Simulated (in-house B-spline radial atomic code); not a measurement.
How numerical settings move a run on Ho, [Xe] 4f11 6s2. Computed with an all-electron radial atomic-structure program (B-spline basis): Dirac-Kohn-Sham PBE0, spherical fractional occupations, Fermi nucleus of rms radius 5.2022 fm.

Command:
```bash
python run_scf.py task.json out
```
Settings of the sound reference run:
```
Z                67
electrons        67
configuration    [Xe] 4f11 6s2
hamiltonian      dirac
method           pbe0
spin_polarised   False
nucleus          fermi
rms_radius       5.2022
mass_number      165
atomic_mass      164.9303
speed_of_light   137.036
knot_spacing     0.22
spline_order     8
gauss_points     12
box_radius       50
max_iterations   70
damping          0.5
damped_steps     3
diis_vectors     10
tolerance        1e-08
start            Thomas-Fermi
```

Run time, properties included: 4 s on 1 thread of Arm Neoverse N1 (shared host).

It converges in 16 iterations to -12626.414904 hartree, with 4f7/2 at -4.21173 eV. The other runs change the listed settings, some to values that make no sense; their results aren't properties of the atom or ion. Radii are in bohr (the nuclear one in fm), a minus after a letter asks for a j subshell, and «unchanged» means within 1e-8 hartree. The run stops when the residual is below 10 × tolerance × max(1, Z/10), or a noise floor if that is larger, and the energy moves by less than 1e-8 × √|E| hartree; so very loose and very tight tolerances often act alike.

```tsv
changed settings	outcome
max_iterations = 100, damped_steps = 8, tolerance = 0.01, start = bare nucleus	converged in 14 iterations, energy unchanged, 4f7/2 level +2.9e-04 eV
knot_spacing = 1.4	converged in 9 iterations, energy +1.25e+03 hartree from the reference, 4f7/2 level -2.3e+02 eV (the program warns: 3s1/2 reaches the box edge; 3p1/2 reaches the box edge)
knot_spacing = 0.15, max_iterations = 75, damped_steps = 8, start = bare nucleus	converged in 16 iterations, energy -6.26e-06 hartree from the reference, 4f7/2 level -9.7e-06 eV
knot_spacing = 1	converged in 10 iterations, energy +3.24e+02 hartree from the reference, 4f7/2 level -8.7e+01 eV (the program warns: 4s1/2 reaches the box edge; 4p1/2 reaches the box edge)
knot_spacing = 0.15, box_radius = 7.5, max_iterations = 100, damping = 0.8	converged in 10 iterations, energy +2.75e-02 hartree from the reference, 4f7/2 level +9.4e-01 eV (the program warns: 4f7/2 reaches the box edge; 5p1/2 reaches the box edge)
knot_spacing = 0.55	converged in 16 iterations, energy +1.27e+00 hartree from the reference, 4f7/2 level -5.0e-02 eV
electrons = 68, configuration = [Xe] 4f11 6s2 7s-1, max_iterations = 60	stopped with error: j subshells need the Dirac Hamiltonian and l > 0
damped_steps = 1	converged in 12 iterations, energy unchanged, 4f7/2 level +1.3e-06 eV
damping = 0	converged in 16 iterations, energy unchanged, 4f7/2 level -5.2e-05 eV
method = hf, spin_polarised = True	stopped with error: spin polarisation is not served with the Dirac Hamiltonian
knot_spacing = 1.4, gauss_points = 3, max_iterations = 75, damping = 0, tolerance = 0.01	converged in 9 iterations, energy +1.23e+03 hartree from the reference, 4f7/2 level -2.0e+02 eV (the program warns: 3s1/2 reaches the box edge; 3p1/2 reaches the box edge)
knot_spacing = 0.3	converged in 16 iterations, energy +8.93e-05 hartree from the reference, 4f7/2 level +3.8e-05 eV
damping = 0.8	converged in 11 iterations, energy unchanged, 4f7/2 level -3.0e-05 eV
damping = 0.95	converged in 14 iterations, energy unchanged, 4f7/2 level -2.8e-06 eV
damping = 0.2	converged in 18 iterations, energy unchanged, 4f7/2 level +4.5e-06 eV
gauss_points = 6, first_knot = 1.49e-06, max_iterations = 75, tolerance = 1e-13	converged in 15 iterations, energy +3.72e-07 hartree from the reference, 4f7/2 level +1.5e-04 eV
```

**Question.** What happens with damped_steps = 8?

**Answer.** Converged in 16 iterations, energy unchanged, 4f7/2 level -6.8e-05 eV.

**Question.** What happens with electrons = 68, configuration = [Xe] 4f11 6s3, max_iterations = 100?

**Answer.** Stopped with error: shell 6s holds at most 2 electrons.

**Question.** What happens with knot_spacing = 2?

**Answer.** Converged in 9 iterations, energy +2.31e+03 hartree from the reference, 4f7/2 level -3.7e+02 eV (the program warns: 4f7/2 reaches the box edge; 3s1/2 reaches the box edge).

**Question.** What happens with damped_steps = 0?

**Answer.** Converged in 12 iterations, energy unchanged, 4f7/2 level -1.3e-06 eV.
